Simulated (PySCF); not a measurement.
Computed shifts of a molecule C4H5NO, KT2/pcSseg-1 in PySCF, GIAO, gas phase, equivalent atoms averaged, in ppm (number of nuclei): ¹³C: 148.5 (1), 133.8 (1), 108.7 (1), 72.4 (1). ¹⁵N: 235.1 (1). ¹H: 6.68 (1), 6.36 (1), 5.54 (2), 4.96 (1). References: ¹³C against TMS (σ = 185.1 ppm); ¹⁵N against NH3 (σ = 266.2 ppm); ¹⁷O against H2O (σ = 330.4 ppm); ¹H against TMS (σ = 31.47 ppm), references at their B3LYP-D3(BJ)/def2-TZVP geometries, non-relativistic. Geometry optimised at B3LYP-D3(BJ)/def2-SVP. The geometry has at least one imaginary mode, so it is a saddle point at that level. Other conformers were not sampled.

Problem. Identify the compound among the candidates.
A. N#CCCC=O
B. N#CC1COC1
C. C1=COC=NC1
D. C1=CN=COC1

Solution. D, C1=CN=COC1
